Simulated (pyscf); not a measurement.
`[CH3][CH2][O][Sn]([OH])([OH])[OH]`, singlet

Gas-phase minimum from PySCF at ωB97X-D3(BJ)/def2-SVP, one conformer. 

SMILES: CC[O][Sn]([OH])([OH])[OH]
```xyz
15

C     -0.5001     1.2043     2.0159
C     -0.9617     1.3649     0.5742
O     -1.4530     0.1435     0.0399
Sn    -0.1681    -1.2654    -0.4067
O      1.0983    -0.5027    -1.6941
O      0.9437    -1.9276     1.0721
O     -1.2397    -2.7668    -1.0690
H      0.3145     0.4636     2.0860
H     -0.1336     2.1598     2.4240
H     -1.3332     0.8520     2.6446
H     -1.7897     2.0919     0.5164
H     -0.1391     1.7636    -0.0504
H      1.9490    -0.9596    -1.6726
H      0.4630    -2.5339     1.6500
H     -2.0629    -2.4633    -1.4737
```

Bonds (Å): C1–C2 1.522, C1–H8 1.103, C1–H9 1.102, C1–H10 1.101, C2–O3 1.421, C2–H11 1.103, C2–H12 1.107, O3–Sn4 1.958, Sn4–O5 1.960, Sn4–O6 1.965, Sn4–O7 1.960, O5–H13 0.966, O6–H14 0.966, O7–H15 0.966. Angles (°): C2–C1–H8 110.8, C2–C1–H9 111.1, C2–C1–H10 110.2, H8–C1–H9 108.2, H8–C1–H10 107.9, H9–C1–H10 108.5, C1–C2–O3 111.7, C1–C2–H11 110.3, C1–C2–H12 110.3, O3–C2–H11 106.7, O3–C2–H12 110.8, H11–C2–H12 106.9, C2–O3–Sn4 118.5, O3–Sn4–O5 107.1 (the first ones only).

Properties at ωB97X-D3(BJ)/def2-SVP:

| Quantity | Result |
|---|---|
| Harmonic wavenumbers, unscaled | 37, 90, 99, 122, 137, 164, 179, 195, 214, 228, 253, 292, 455, 594, 647, 662, 673, 823, 848, 860, 869, 926, 1111, 1152, 1192, 1313, 1388, 1429, 1471, 1489, 1511, 3041, 3059, 3109, 3156, 3166, 3888, 3891, 3893 cm⁻¹ |
| Zero-point energy | 69.5 kcal/mol |
| Rotational symmetry number | 1 |
| Entropy of this conformer at 298 K and 1 atm, rigid rotor and harmonic oscillator, modes under 100 cm⁻¹ raised to 100 | 438.2 J/(mol K) |
| Dipole moment | 0.93 D |

Single-point totals, which compare only within one level:

```
level                   total energy (hartree)
----------------------  ----------------------
ωB97X-D3(BJ)/def2-TZVP              -596.63194
PBE/def2-TZVP                       -596.02882
r²SCAN/def2-TZVP                    -596.34536
B3LYP-D3(BJ)/def2-TZVP              -596.55321
PBE0-D3(BJ)/def2-TZVP               -596.05171
M06-2X/def2-TZVP                    -596.24871
ωB97M-D3(BJ)/def2-TZVP              -596.57869
```

The lowest mode is so soft that the shape along it may change with the basis. Soft torsions are taken as harmonic, which can shift the entropy by several J/(mol K). Elements past Kr carry the def2 core potentials, without spin-orbit coupling.
